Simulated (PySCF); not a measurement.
# Reading the logs of faulty runs: CClGeH4 cation

These are calculations, not measurements. The program is PySCF 2.14.0, an open-source quantum chemistry code, run on an isolated molecule that a program drew, which may never have been made. The molecule is CClGeH4 cation (charge +1, singlet), drawn as the SMILES string `[CH3][GeH+][Cl]`.

Each row is a Hartree-Fock (HF) and frozen-core CCSD(T) single point in the cc-pV(D+d)Z basis, meant for a local HF minimum. Run 1 is clean. Each other run has one planted mistake out of seven kinds, and not every kind appears here: one electron removed, one electron added, multiplicity raised by two, geometry at a saddle point, minimal basis STO-3G, one bond length entered in bohr, all coordinates scaled. The reference is restricted for singlets and unrestricted otherwise, and also for a bond in bohr. Adding or removing an electron swaps singlet and doublet. Electrons count all cores. HOMO and LUMO are orbital energies over both spins, the gradient is its largest component, and the lowest frequency (negative if imaginary) is given only where the gradient is small. Bond lengths are over the 6 bonds as drawn. T1 is the CCSD diagnostic: over 0.02 (restricted) or 0.045 (unrestricted) a single reference is doubtful. Germanium has the cc-pVDZ-PP basis, with a core potential (ECP10MDF) in place of its 10 inner electrons, and its 3s, 3p and 3d shells are frozen in CCSD(T).

Geometry of the clean run:
```xyz
7
CClGeH4 cation, angstrom
C    -1.6547   -1.5854   -1.6275
Ge   -0.5807   -0.9670   -0.1679
Cl    1.1065   -2.0278    0.3823
H    -1.6460   -0.8130   -2.4007
H    -1.2547   -2.5222   -2.0099
H    -2.6778   -1.7122   -1.2660
H    -0.8139    0.2622    0.6792
```

| run | electrons | basis functions | <S^2> | HOMO (eV) | LUMO (eV) | gradient (hartree/bohr) | lowest frequency (cm^-1) | mean bond (Å) | longest bond (Å) | T1 | HF (hartree) | CCSD(T) (hartree) | mistake |
|---|---|---|---|---|---|---|---|---|---|---|---|---|---|
| 1 | 58 | 80 | 0.000 | -17.91 | -5.39 | 3.0e-05 | 29 | 1.4611 | 2.068 | 0.0138 | -792.84127 | -793.25128 | no fault |
| 2 | 58 | 80 | 2.022 | -12.75 | -9.06 | 7.6e-02 | - | 1.4611 | 2.068 | 0.0534 | -792.67652 | -793.07950 | multiplicity raised by two |
| 3 | 59 | 80 | 0.769 | -6.82 | 2.31 | 3.2e-02 | - | 1.4611 | 2.068 | 0.0106 | -793.06537 | -793.48445 | one electron added |
| 4 | 57 | 80 | 0.761 | -24.58 | -14.90 | 6.7e-02 | - | 1.4611 | 2.068 | 0.0394 | -792.23655 | -792.62305 | one electron removed |
| 5 | 58 | 80 | 0.000 | -18.17 | -5.14 | 5.2e-02 | - | 1.3851 | 1.960 | 0.0120 | -792.82139 | -793.22543 | ? |
| 6 | 58 | 80 | 1.013 | -15.60 | -5.92 | 1.2e-02 | - | 1.7677 | 3.907 | 0.0109 | -792.73794 | -793.11243 | ? |

**Which mistake was planted in run 5, and what did it cost?**

The mean and the longest bond both change by the same factor, 0.948, and the gradient is no longer small. So the mistake is: all coordinates scaled. Subtracting run 1 and multiplying by 627.51 kcal/mol a hartree, the energy moved by 12.5 kcal/mol in HF and 16.2 kcal/mol in CCSD(T).

**Which mistake was planted in run 6, and what did it cost?**

The mean bond changes by a factor of 1.210 and the longest by 1.889, so the molecule wasn't scaled as a whole. A length L in bohr read as angstrom grows by (1/0.5292 - 1) L = 0.890 L. The 6 bonds together grew by 6 x 0.3066 = 1.840 Å, which gives L = 2.068 Å. That is bond Ge2-Cl3, 2.068 Å in the clean geometry. So the mistake is: one bond length entered in bohr. Subtracting run 1 and multiplying by 627.51 kcal/mol a hartree, the energy moved by 64.8 kcal/mol in HF and 87.1 kcal/mol in CCSD(T).

Cautions from the logs. Run 2: T1 is over the limit, so its CCSD(T) energy is less reliable.
